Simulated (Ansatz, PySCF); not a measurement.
Noncovalent pair: HCl (SMILES Cl) (first 2 atoms) with CH5N (SMILES CN); geometry from B3LYP-D3(BJ)/def2-TZVP.
(charge 0, multiplicity 1):
```xyz
9

Cl     0.971     1.144     0.165
H      0.768     0.401     1.316
C     -0.838     0.191     3.149
N      0.422    -0.372     2.645
H     -1.606     0.068     2.386
H     -0.703     1.258     3.314
H     -1.181    -0.273     4.077
H      0.337    -1.363     2.446
H      1.178    -0.254     3.310
```

Basis-set superposition error: the interaction energy with monomers in their own basis, and in the dimer's basis (counterpoise).

Run with Ansatz (Gaussian basis) for Hartree–Fock, density functionals and correlated methods; PySCF for 6-31G* rows. Values without a source in brackets are computed.

```
level                    uncorrected (meV)  counterpoise (meV)  difference
-----------------------  -----------------  ------------------  ----------
HF/aug-cc-pV(Q+d)Z                  -361.0              -359.4         1.6
BLYP/def2-TZVPPD                    -541.4              -531.4         9.9
B3LYP/def2-TZVPPD                   -569.0              -561.1         7.9
PBE0/def2-TZVPPD                    -663.8              -656.4         7.4
BHLYP/def2-TZVPPD                   -568.4              -562.4         6.0
CAM-B3LYP/def2-TZVPPD               -602.0              -594.0         8.0
MP2/6-31G*                          -700.5              -544.6       155.9
MP2/aug-cc-pV(D+d)Z                 -668.5              -578.5        90.0
CCSD/aug-cc-pV(D+d)Z                -543.9              -458.0        85.9
CCSD(T)/aug-cc-pV(D+d)Z             -582.0              -487.8        94.2
```

The error is largest for MP2/6-31G* (155.9 meV) and smallest for HF/aug-cc-pV(Q+d)Z (1.6 meV).

Ansatz is a program for electronic structure.
